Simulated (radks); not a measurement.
Question: N3+, 4 electrons, occupied as [He] 2s2. All-electron calculation, Dirac Kohn-Sham, PBEsol, spin-unpolarised, spherical densities, finite nucleus; Fermi nuclear charge, rms radius 2.5582 fm. Program: a radial shooting solver on a logarithmic mesh with Libxc functionals. Some entries of the table are withheld. Estimate them.

orbital,occ.,eigenvalue (eV),<r> (bohr)
1s1/2,2,-449.0558,0.2294
2s1/2,2,-67.8537,(1)
2p1/2,0,(2),(3)
2p3/2,0,(4),(5)

Answer: 
(1) 2s1/2 <r> (bohr): 1.107
(2) 2p1/2 eigenvalue (eV): -56.8377
(3) 2p1/2 <r> (bohr): 1.037
(4) 2p3/2 eigenvalue (eV): -56.8015
(5) 2p3/2 <r> (bohr): 1.038
